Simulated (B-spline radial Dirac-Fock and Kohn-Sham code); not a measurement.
# Satellites and hypersatellites of the K lines of Tc⁷⁺

System: Tc⁷⁺, configuration 1s2 2s2 2p6 3s2 3p6 3d10 4s2 4p6, inside a Watson sphere of charge -7 and radius 1.6 Å (a model of the Madelung potential; inside it an electron's potential energy is raised by 63.0 eV).

The run's input, task.json:

```json
{"items": [{
  "Z": 43,
  "q": 7,
  "cfg": [[1, 0, 2], [2, 0, 2], [2, 1, 6], [3, 0, 2], [3, 1, 6], [3, 2, 10], [4, 0, 2], [4, 1, 6]],
  "A": 97,
  "rrms": 4.4112,
  "watson": [-7, 1.6],
  "do": ["binding", "quiet", "double"]
}]}
```

Launch: `python xray_run.py task.json out`

Method: Dirac-Fock ΔSCF + Breit + QED. Computed with a B-spline atomic structure program. Each two-hole energy is an average over J within one jj subconfiguration, not an observable level; in light atoms, where LS coupling holds, the j-resolved values are not observed lines, and for a K spectator the Kα1 hypersatellite is nearly forbidden. Electron correlation is not included.

Lines without a spectator: Kα2 (K-L2) 18248.0 eV, Kα1 (K-L3) 18364.5 eV, Kβ3 (K-M2) 20596.0 eV, Kβ1 (K-M3) 20616.2 eV. Shifts in eV with one spectator hole (a dash: not computed, or left out as unreliable):

| spectator hole | Kα2 | Kα1 | Kβ3 | Kβ1 |
| --- | --- | --- | --- | --- |
| K (1s) | +480.3 | +491.3 | +610.4 | +612.6 |
| L2 (2p1/2) | +50.7 | +63.3 | – | +137.4 |
| L3 (2p3/2) | +52.2 | +51.5 | +125.5 | – |
| M2 (3p1/2) | – | +6.42 | +15.79 | +19.27 |
| M3 (3p3/2) | +5.04 | – | +17.01 | +16.45 |
| M4 (3d3/2) | +0.46 | -1.65 | – | – |
| M5 (3d5/2) | -1.97 | -0.48 | – | – |

With n spectator holes in 2p, averaged over the 2p shell (energies in eV):

```
n     KαLⁿ   step  hypersatellite KαʰLⁿ
0  18325.6      –               18813.3
1  18380.4  +54.8               18869.5
2  18436.4  +56.0               18926.9
3  18493.7  +57.3               18985.6
4  18552.3  +58.5               19045.5
5  18612.1  +59.8               19106.7
```
